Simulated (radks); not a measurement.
The numbers below are computed, except where a source is named.
Orbital eigenvalues (eV) of the platinum ion Pt+, [Xe] 4f14 5d9, at several levels of relativity; Dirac values are averaged over j with weights 2j + 1. Spin-unpolarised spherical Kohn-Sham, PBEsol, point nucleus unless stated (finite: rms radius 5.427 fm), a radial shooting solver on a logarithmic mesh with Libxc functionals. A level marked "c x" has the speed of light scaled by that factor and shares open shells by 2j + 1; other Dirac levels either fill j = l - 1/2 first or share by 2j + 1.

shell       non-rel.  Dirac, 2j+1 shares  Dirac, low j first  Dirac, c x 1.25  change of magnitude, last against first (%)
3s           -2764.0             -3235.6             -3235.5          -3043.2                                       +10.10
3p           -2546.6             -2726.0             -2725.9          -2655.1                                        +4.26
3d           -2140.6             -2123.6             -2123.5          -2130.9                                        -0.45
4s           -582.51             -701.34             -701.23          -652.45                                       +12.01
4p           -489.31             -532.28             -532.16          -515.11                                        +5.27
4d           -318.17             -314.09             -313.98          -315.75                                        -0.76
4f           -89.840             -78.074             -77.965          -82.366                                        -8.32
5s           -87.670             -109.86             -109.77          -100.62                                       +14.77
5p           -58.685             -65.247             -65.165          -62.561                                        +6.60
5d           -14.798             -14.359             -14.306          -14.496                                        -2.04
6s (empty)   -10.399             -12.903             -12.883          -11.837                                       +13.83
6p (empty)   -6.0203             -6.6455             -6.6350          -6.3880                                        +6.11
